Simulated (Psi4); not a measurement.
Calculation: SAPT0/jun-cc-pVDZ, frozen core (Psi4 1.11).

Psi4 input:

```
molecule {
0 1
Cl 0.64100294 -0.00000000 -0.00000000
H -0.64100294 0.00000000 0.00000000
--
0 1
F -3.13442675 4.94555249 2.23401345
C -2.49022568 4.96021861 1.06903536
C -2.05386081 3.77063520 0.50178910
F -2.27973844 2.61488303 1.12276541
C -1.38206808 3.78665467 -0.71301098
F -0.96286886 2.64676236 -1.25837924
C -1.14697317 4.99205261 -1.36009759
F -0.50273698 5.00625702 -2.52506500
C -1.58333255 6.18163179 -0.79285673
F -1.35738697 7.33730697 -1.41394232
C -2.25512417 6.16562799 0.42193830
F -2.67425333 7.30561574 0.96716115
units angstrom
symmetry c1
no_reorient
no_com
}
set basis jun-cc-pvdz
set scf_type df
set freeze_core true
energy('sapt0')
```

Part of the output:

```
    SAPT Results
  --------------------------------------------------------------------------------------------------------
    Electrostatics                 -1.13388089 [mEh]      -0.71152100 [kcal/mol]      -2.97700386 [kJ/mol]
      Elst10,r                     -1.13388089 [mEh]      -0.71152100 [kcal/mol]      -2.97700386 [kJ/mol]

    Exchange                        1.60669228 [mEh]       1.00821463 [kcal/mol]       4.21837001 [kJ/mol]
      Exch10                        1.60669228 [mEh]       1.00821463 [kcal/mol]       4.21837001 [kJ/mol]
      Exch10(S^2)                   1.60515940 [mEh]       1.00725273 [kcal/mol]       4.21434542 [kJ/mol]

    Induction                      -0.15221974 [mEh]      -0.09551933 [kcal/mol]      -0.39965287 [kJ/mol]
      Ind20,r                      -0.65386904 [mEh]      -0.41030902 [kcal/mol]      -1.71673293 [kJ/mol]
      Exch-Ind20,r                  0.59837343 [mEh]       0.37548499 [kcal/mol]       1.57102921 [kJ/mol]
      delta HF,r (2)               -0.09672412 [mEh]      -0.06069530 [kcal/mol]      -0.25394915 [kJ/mol]

    Dispersion                     -1.12835474 [mEh]      -0.70805329 [kcal/mol]      -2.96249495 [kJ/mol]
      Disp20                       -1.23553960 [mEh]      -0.77531280 [kcal/mol]      -3.24390877 [kJ/mol]
      Exch-Disp20                   0.10718486 [mEh]       0.06725952 [kcal/mol]       0.28141382 [kJ/mol]
      Disp20 (SS)                  -0.61776980 [mEh]      -0.38765640 [kcal/mol]      -1.62195439 [kJ/mol]
      Disp20 (OS)                  -0.61776980 [mEh]      -0.38765640 [kcal/mol]      -1.62195439 [kJ/mol]
      Exch-Disp20 (SS)              0.05790037 [mEh]       0.03633303 [kcal/mol]       0.15201740 [kJ/mol]
      Exch-Disp20 (OS)              0.04928449 [mEh]       0.03092649 [kcal/mol]       0.12939642 [kJ/mol]

  Total HF                          0.32059166 [mEh]       0.20117430 [kcal/mol]       0.84171328 [kJ/mol]
  Total SAPT0                      -0.80776308 [mEh]      -0.50687899 [kcal/mol]      -2.12078167 [kJ/mol]
```
